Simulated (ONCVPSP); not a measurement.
**Transferability test, ONCV potential for Cu (Z = 29)**

* Element: Cu (Z = 29)
* Generator: ONCVPSP 4.0.1
* Type: optimised norm-conserving Vanderbilt (ONCV)
* Functional: PBEsol
* Relativity: fully relativistic
* Frozen core: [Ne]
* Valence charge: 19
* Reference configuration: 3s2 3p6 3d10 (charge +1)
* Partial waves: 3s: rc 0.95 bohr, ncon 5, nbas 8, qcut 14 1/bohr, 2 projectors, debl 2.9 Ha; 3p: rc 1.20 bohr, ncon 5, nbas 9, qcut 13.1 1/bohr, 2 projectors, debl 1.7 Ha; 3d: rc 1.50 bohr, ncon 3, nbas 8, qcut 8.8 1/bohr, 1 projector
* Local potential: polynomial inside 0.85 bohr (lpopt 5, dvloc0 4 Ha)
* Core correction: polynomial model core, fcfact 0.65

Open shells are filled in proportion to 2j + 1.

In the s channel the program set the typed energies aside and used -4.518, 0.250 Ha. In the p channel the program set the typed energies aside and used -2.931, 0.250 Ha (j = l + 1/2; the other j can differ).

Energies are relative to the spin-unpolarised reference configuration 3s2 3p6 3d10; without spin polarisation the order of configurations can differ from experiment.

```
valence configuration  charge  ΔE all-electron (eV)  error AE − PS (meV)
     3s2 3p6 3d10 4s1       0                -8.106                 +7.6
          3s2 3p6 3d9      +2                21.314                 -3.7
  3s2 3p6 3d9 4s1 4p1       0                -1.241                  +55
```

Question: What are ΔE and the potential's error for 3s2 3p6 3d8?

Answer: ΔE = 60.307 eV all-electron; the error (AE − PS) is +137 meV.

Levels in the configuration 3s2 3p6 3d10 4s1:

```csv
level,all-electron (eV),pseudo (eV)
3s j=1/2,-114.374,-114.403
3p j=3/2,-71.135,-71.166
3p j=1/2,-73.718,-73.746
3d j=5/2,-4.953,-4.941
3d j=3/2,-5.224,-5.210
4s j=1/2,-4.609,-4.624
```
